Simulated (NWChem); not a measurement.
System: TaSCl2F; SMILES [S]=[Ta]([Cl])([F])[Cl]

Computed with NWChem. Coordinates come from a PBE0/def2-SVP optimisation. def2 effective core potentials on Ta; no spin-orbit coupling. Level PBE/def2-SVP: energy and gradient on several grids; changes count from the extra-fine grid, which is no exact limit either.

Task: Which is the coarsest grid (medium; coarse; xcoarse; xfine; fine) from which on the energy stays within 100 μHa and each gradient component within 200 μHa/bohr of xfine?

Result: medium.
```csv
grid,size of the energy change (μHa),largest change of a gradient component (μHa/bohr)
xcoarse,1000,3000
coarse,50,400
medium,< 10,< 30
fine,< 10,< 30
xfine,< 10,< 30
```
